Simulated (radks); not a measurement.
Question: Neutral antimony, configuration [Kr] 4d10 5s2 5p3 (the NIST ground configuration). Method: Dirac Kohn-Sham, B86b exchange with PBE correlation, spin-unpolarised, spherical densities, point nucleus; open shells fill j = l - 1/2 first; computed with a radial shooting solver on a logarithmic mesh with Libxc functionals. Some entries of the table are withheld. Estimate them.

| orbital | occ. | eigenvalue (eV) | <1/r> (bohr^-1) |
|---|---|---|---|
| 1s1/2 | 2 | -30288.37 | 54.33 |
| 2s1/2 | 2 | -4607.268 | 12.63 |
| 2p1/2 | 2 | -4310.063 | 12.61 |
| 2p3/2 | 4 | -4058.188 | 11.70 |
| 3s1/2 | 2 | -903.1395 | (1) |
| 3p1/2 | 2 | -781.6889 | (2) |
| 3p3/2 | 4 | -735.2140 | (3) |
| 3d3/2 | 4 | -520.8533 | 4.012 |
| 3d5/2 | 6 | -511.1962 | 3.955 |
| 4s1/2 | 2 | -148.4798 | 1.770 |
| 4p1/2 | 2 | -107.4211 | 1.655 |
| 4p3/2 | 4 | -98.8345 | 1.583 |
| 4d3/2 | 4 | -33.9773 | 1.305 |
| 4d5/2 | 6 | -32.7348 | 1.286 |
| 5s1/2 | 2 | -12.6697 | (4) |
| 5p1/2 | 2 | -5.1316 | 0.4550 |
| 5p3/2 | 1 | -4.5308 | 0.4317 |

Answer: 
(1) 3s1/2 <1/r> (bohr^-1): 4.477
(2) 3p1/2 <1/r> (bohr^-1): 4.386
(3) 3p3/2 <1/r> (bohr^-1): 4.164
(4) 5s1/2 <1/r> (bohr^-1): 0.5815
